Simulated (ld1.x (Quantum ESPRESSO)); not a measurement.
## Transferability test, TM potential for iron

iron (Fe), norm-conserving Troullier–Martins (Kleinman–Bylander form), made with ld1.x (Quantum ESPRESSO) 7.5 (PBE, scalar-relativistic). Core [Ne] 3s2, reference 3p6 3d6.5 4s1.5 4p0. Waves: 4s (bound): rc 2.30 bohr; 3p (bound): rc 0.85 bohr; 4f channel at -0.05 Ry: rc 2.30 bohr; 3d (bound): rc 1.75 bohr. Local part: the d channel. Core correction: none.

Energies are relative to the spin-unpolarised reference configuration 3p6 3d6.5 4s1.5 4p0; without spin polarisation the order of configurations can differ from experiment.

```tsv
valence configuration	charge	ΔE all-electron (eV)	error AE − PS (meV)
3p6 3d6 4s1 4p0	+1	9.456	-4.7
3p6 3d6 4s0 4p0	+2	25.659	-4.9
3p6 3d6 4s1.5 4p0	+0.5	4.211	-9.4
3p6 3d5 4s0 4p0	+3	59.883	-31
3p6 3d7 4s1 4p0	0	-0.064	-14
```

(1) What are ΔE and the potential's error for 3p6 3d6 4s2 4p0?

(2) What are ΔE and the potential's error for 3p6 3d5 4s2 4p1?

Note: ghost state, extra bound levels that the all-electron valence spectrum of the same l lacks: s at -148.2 eV. A true bound ghost makes a file unfit for plane-wave use.

## Answers

(1) ΔE = 0.727 eV all-electron; the error (AE − PS) is -15 meV.

(2) ΔE = 9.475 eV all-electron; the error (AE − PS) is -415 meV.

ld1.x printed “convergence not achieved” for 4 of the counted tests; their residual had stalled under 1e-8, short of the target of 1e-14.
